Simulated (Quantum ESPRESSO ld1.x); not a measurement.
The numbers below are computed, except where a source is named.
The holmium ion Ho8+, 59 electrons, occupied as [Xe] 4f3 6s2 (not the ground configuration). Level of theory: Dirac Kohn-Sham, PW91, spin-unpolarised, spherical densities, point nucleus; open shells are shared between the two j in proportion to 2j + 1 (ld1.x of Quantum ESPRESSO 7.5).

Normalised radial functions P(r) = r R(r) (large component), r in bohr:

r           5p3/2    5d5/2
0.003213   0.0086   0.0001
0.00371    0.0112   0.0002
0.004285   0.0145   0.0002
0.004948   0.0187   0.0003
0.005715   0.0241   0.0005
0.0066     0.0309   0.0008
0.007683   0.0400   0.0012
0.008873   0.0508   0.0018
0.01025    0.0640   0.0027
0.01184    0.0801   0.0039
0.01367    0.0993   0.0058
0.01579    0.1218   0.0085
0.01823    0.1477   0.0123
0.02122    0.1781   0.0181
0.02451    0.2088   0.0259
0.02831    0.2397   0.0365
0.03269    0.2681   0.0510
0.03775    0.2903   0.0702
0.0436     0.3016   0.0950
0.05076    0.2954   0.1281
0.05862    0.2664   0.1663
0.0677     0.2099   0.2105
0.07818    0.1238   0.2585
0.09029    0.0105   0.3062
0.1043    -0.1211   0.3473
0.1214    -0.2613   0.3738
0.1402    -0.3702   0.3720
0.1619    -0.4273   0.3334
0.187     -0.4068   0.2503
0.216     -0.2945   0.1210
0.2494    -0.0962  -0.0460
0.2903     0.1706  -0.2408
0.3353     0.4183  -0.4097
0.3872     0.5899  -0.5249
0.4472     0.6225  -0.5502
0.5165     0.4831  -0.4626
0.5965     0.1855  -0.2619
0.6889    -0.2098   0.0261
0.802     -0.6329   0.3717
0.9262    -0.9421   0.6757
1.07      -1.0948   0.8981
1.235     -1.0721   0.9979
1.427     -0.9066   0.9650
1.648     -0.6669   0.8236
1.918     -0.4136   0.6099
2.215     -0.2249   0.4014
2.558     -0.1030   0.2281
2.954     -0.0389   0.1100
3.412     -0.0119   0.0445
3.94      -0.0028   0.0146
4.587     -0.0005   0.0034
5.298     -0.0001   0.0006
6.118     0.0000   0.0001
7.066     0.0000   0.0000

5p3/2: eigenvalue -158.13 eV, 3 radial nodes at r = 0.0914, 0.264, 0.640 bohr, <r> = 1.20 bohr, 90 % of the charge inside 1.69 bohr. 5d5/2 (empty): eigenvalue -114.49 eV, 2 radial nodes at r = 0.240, 0.681 bohr, <r> = 1.38 bohr, 90 % of the charge inside 1.99 bohr.
